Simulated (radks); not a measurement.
Results of a calculation; reference values are marked as such.
Xe4+, configuration [Kr] 4d8 5s2 5p2 6p2 (not the ground configuration).

Code: a radial shooting solver on a logarithmic mesh with Libxc functionals. Model: Dirac Kohn-Sham, PBE, spin-unpolarised, spherical densities, finite nucleus; open shells fill j = l - 1/2 first; Fermi nuclear charge, rms radius 4.7859 fm.

Energy parts (hartree):
total: -7439.21420
kinetic: 7904.49744
electron-nucleus: -17953.17157
Hartree: 2793.51959
exchange-correlation: -184.05967

Orbitals (lengths in bohr, moments of r in powers of bohr; r(90%) holds 90 % of the orbital's charge):
| orbital | occ. | eigenvalue (hartree) | r(90%) | small-component weight |
|---|---|---|---|---|
| 1s1/2 | 2 | -1265.151 | 0.0480 | 3.96e-02 |
| 2s1/2 | 2 | -199.4089 | 0.177 | 8.50e-03 |
| 2p1/2 | 2 | -187.5358 | 0.158 | 8.53e-03 |
| 2p3/2 | 4 | -175.6061 | 0.166 | 8.08e-03 |
| 3s1/2 | 2 | -43.14578 | 0.450 | 2.54e-03 |
| 3p1/2 | 2 | -38.21278 | 0.445 | 2.48e-03 |
| 3p3/2 | 4 | -35.94302 | 0.461 | 2.36e-03 |
| 3d3/2 | 4 | -27.27009 | 0.437 | 2.24e-03 |
| 3d5/2 | 6 | -26.78989 | 0.442 | 2.20e-03 |
| 4s1/2 | 2 | -10.04135 | 1.02 | 7.59e-04 |
| 4p1/2 | 2 | -8.27430 | 1.07 | 7.00e-04 |
| 4p3/2 | 4 | -7.80414 | 1.10 | 6.63e-04 |
| 4d3/2 | 4 | -4.91744 | 1.25 | 5.35e-04 |
| 4d5/2 | 4 | -4.83749 | 1.26 | 5.25e-04 |
| 5s1/2 | 2 | -2.79746 | 2.25 | 1.98e-04 |
| 5p1/2 | 2 | -2.27092 | 2.47 | 1.69e-04 |
| 5p3/2 | 0 | -2.18153 | 2.55 | 1.61e-04 |
| 5d3/2 | 0 | -1.40997 | 3.22 | 1.11e-04 |
| 5d5/2 | 0 | -1.39734 | 3.25 | 1.10e-04 |
| 6s1/2 | 0 | -1.15460 | 4.45 | 6.35e-05 |
| 6p1/2 | 2 | -0.98261 | 4.88 | 5.57e-05 |
| 6p3/2 | 0 | -0.95808 | 4.99 | 5.42e-05 |

The highest occupied level is 6p1/2 at -26.738 eV. The configuration is held as typed, so some empty levels lie below it. Summed over all electrons, <r^2> = 53.16 bohr^2, which gives a Langevin (diamagnetic) susceptibility term of -42.1 x 10^-6 cm^3/mol. The electron density at the nucleus is 2.717e+05 e/bohr^3.
